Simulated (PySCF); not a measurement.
Ga(Cl)2(OMe) (CH3Cl2GaO), SMILES C[O][Ga]([Cl])[Cl].

Coordinates come from a PBE-D3(BJ)/def2-SVP optimisation. The structure was generated by enumeration; whether it is a known compound was not checked. One conformer was computed; it need not be the lowest.

Two levels are set side by side: TDA-PBE/def2-SVPD (PySCF) and TDA-B3LYP/def2-SVPD (PySCF). Vertical, same geometry. The lowest singlet is HOMO→LUMO 100 % with PBE and HOMO→LUMO 99 % with the other functional; states are paired by order. Differences are taken from unrounded values.

| quantity | TDA-B3LYP | TDA-PBE | TDA-PBE minus TDA-B3LYP |
|---|---|---|---|
| lowest singlet excitation (eV) | 4.97 | 4.32 | -0.65 |
| lowest triplet excitation (TDA) (eV) | 4.64 | 4.02 | -0.62 |
| first bright state (f over 0.05) (eV) | 6.52 | 5.98 | -0.54 |
| its oscillator strength | 0.05 | 0.20 | 0.15 |

A lower first singlet is the usual sign of a functional without exact exchange. Differences between two approximate levels are no errors against the true value.

Rough cost on one machine, each run with all the roots and properties that it gave: TDA-B3LYP against TDA-PBE about 2 times.
